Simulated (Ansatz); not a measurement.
CH3ClFInS (`F[CH2][In]([SH])[Cl]`). Total charge 0; spin multiplicity 1. In: def2 effective core potential. The geometry is a stationary point of PBE0-D4/def2-TZVP. It is one conformer, not always the lowest.

```xyz
8

F     1.339   -1.106   -1.051
C     0.900   -0.985    0.253
In   -0.630    0.546    0.396
S    -1.538    1.907   -1.314
Cl   -1.550    0.958    2.502
H     1.747   -0.722    0.891
H     0.493   -1.945    0.582
H    -0.761    1.348   -2.258
```

Question: What is the dipole moment at ωB97M-V/def2-TZVPP? (Estimate.)

Answer: Ansatz gave: 2.27 D, with components (1.60, -1.47, -0.65) D in this frame, pointing from negative to positive charge.

Question: And with PBE, r2SCAN, B3LYP? (Best estimate.)

Answer: Computed: PBE 2.41 D, r2SCAN 2.48 D, B3LYP 2.31 D.

Question: Give the Mulliken charges with ωB97M-V, PBE, B3LYP in def2-TZVPP. (An estimate is asked.)

Answer: Ansatz gave: 
| atom | ωB97M-V | PBE | B3LYP |
| --- | --- | --- | --- |
| F1 | -0.22 | -0.19 | -0.23 |
| C2 | -0.16 | -0.14 | -0.13 |
| In3 | 0.65 | 0.66 | 0.72 |
| S4 | -0.32 | -0.33 | -0.33 |
| Cl5 | -0.36 | -0.37 | -0.39 |
| H6 | 0.14 | 0.12 | 0.12 |
| H7 | 0.14 | 0.12 | 0.12 |
| H8 | 0.13 | 0.13 | 0.12 |

B3LYP here is the variant with VWN-RPA as its local correlation; programs differ in this.
